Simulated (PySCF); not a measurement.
SMILES F[SiH]([SiH2][Si](Cl)(Cl)Cl)F (H₃Cl₃F₂Si₃) (PBE0/def2-SVP optimised geometry):

```
11

Si     0.482    -1.098     0.000
F     -0.029    -1.886    -1.317
F     -0.019    -1.938     1.288
Si    -0.529     1.017     0.000
Si    -0.356     1.831    -2.179
Cl    -0.748     3.844    -2.302
Cl     1.577     1.498    -2.817
Cl    -1.639     0.833    -3.431
H      1.965    -1.098     0.000
H      0.216     1.938     0.911
H     -1.965     0.934     0.400
```

Method: PBE0/def2-TZVP (PySCF).

### Question
What are the frontier orbital energies and the dipole moment?

### Answer
HOMO-2 -9.40 eV, HOMO-1 -9.23 eV, HOMO -8.56 eV, LUMO -1.36 eV, LUMO+1 -1.06 eV; dipole moment 1.68 D.

On the same geometry PySCF with PBE/def2-TZVP gives HOMO-2 -7.98 eV, HOMO-1 -7.92 eV, HOMO -7.36 eV, LUMO -2.17 eV, LUMO+1 -1.87 eV; dipole moment 1.52 D.

Meta-Löwdin charges at PBE0/def2-TZVP: Si1 1.14, F2 -0.49, F3 -0.49, Si4 0.05, Si5 0.77, Cl6 -0.26, Cl7 -0.27, Cl8 -0.26, H9 -0.11, H10 -0.04, H11 -0.04.
